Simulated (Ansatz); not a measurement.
Ansatz (a quantum-chemistry and plane-wave program) input:

Ansatz 0.2 input:
```yaml
crystal:
  periodic: [false, false, false]
  atoms:
    - {symbol: Be, position_ang: [-0.00000000, -0.00000000, -1.47034744]}
    - {symbol: Cl, position_ang: [0.00000000, 0.00000000, 0.34596410]}
basis:
  gaussian:
    orbitals: def2-TZVP
hamiltonian:
  xc: b3lyp
  dispersion: d3bj
magnetization: {spin_polarized: true, initial_magnetization: 1}
phonons: {temperatures: {t_min: 298.15, t_max: 298.15, t_step: 100}}
```

Problem. Which total energy does the run end on?

Solution. -474.98961 Eh (B3LYP-D3(BJ)/def2-TZVP). The basis has 56 functions.
